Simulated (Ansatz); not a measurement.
Ligand exchange through a proton shuttle

Start structure (BH₅ClOF, singlet), relaxed at PBE0-D4/def2-TZVP:

B1  (-0.720, -0.152, -0.770)
Cl2  (1.060, -0.442, -1.352)
H3  (-1.419, -1.052, -1.132)
H4  (-1.048, 0.972, -1.007)
H5  (0.070, 0.322, 1.151)
O6  (-0.668, -0.248, 0.815)
H7  (1.670, 0.695, 0.156)
F8  (1.550, 1.057, 1.037)
H9  (-0.494, -1.153, 1.102)
(Å)

The step: BH₂Cl ([BH2][Cl]) + H₂O + HF → BH₃O ([BH2][OH]) + HCl + HF; bonds formed: Cl2–H7, H5–F8; dative contacts that become bonds: B1–O6; bonds broken: B1–Cl2, H5–O6, H7–F8. Computed with Ansatz 0.2.0 (basis: def2-TZVPP and def2-QZVPP); correlated methods freeze the cores. Extrapolation: Hartree–Fock as exp(−7.88 √X), correlation as X^−2.97. Energies below are by CCSD(T) at an estimated basis limit (MP2 extrapolated from triple and quadruple zeta, plus CCSD(T) − MP2 in triple zeta).

**Question.** What are the electronic barrier and the energy of the step, from the start structure to the end structure? (An estimate is asked for; the value comes from the calculation.)

**Answer.** By the calculation: Barrier 60.4 kJ/mol; step energy 11.3 kJ/mol (uphill); reverse barrier, their difference, 49.2 kJ/mol. Barrier and step energy count from the start structure, the reverse barrier from the end structure.

The saddle point: One imaginary mode of 740i cm⁻¹.
```json
{"pair": "B1–O6", "start (Å)": "1.59", "saddle (Å)": "1.46", "end (Å)": "1.37"}
{"pair": "Cl2–H7", "start (Å)": "1.98", "saddle (Å)": "1.44", "end (Å)": "1.30"}
{"pair": "H5–F8", "start (Å)": "1.66", "saddle (Å)": "1.09", "end (Å)": "0.95"}
{"pair": "B1–Cl2", "start (Å)": "1.89", "saddle (Å)": "2.17", "end (Å)": "3.24"}
{"pair": "H5–O6", "start (Å)": "0.99", "saddle (Å)": "1.26", "end (Å)": "1.64"}
{"pair": "H7–F8", "start (Å)": "0.96", "saddle (Å)": "1.29", "end (Å)": "1.88"}
```

Zero-point energy (harmonic, PBE0-D4): ZPE is 165.0 kJ/mol at the start and 148.4 kJ/mol at the saddle, so the barrier goes from 60.4 to 43.8 kJ/mol.

First-order rate constant out of the start structure at 898 K by transition-state theory, with harmonic vibrational free energies alone and no tunnelling: ΔA‡ = 57.7 kJ/mol, so k = (kB T/h) exp(−ΔA‡/kB T) ≈ 10^10 s⁻¹ (an order of magnitude at best: rotation, the number of equivalent paths and anharmonicity are left out).

No T1 diagnostic of these runs exceeds 0.011.

Labels in which every atom is bracketed show which atoms are joined, not bond orders.

For scale, one of the runs: CCSD(T)/def2-TZVPP, 205 basis functions (an equivalent command: `ansatz run in.yaml --threads 4`). Time: 33 s of wall clock on 4 CPU threads; the host was shared. Peak host memory: 2.8 GiB.
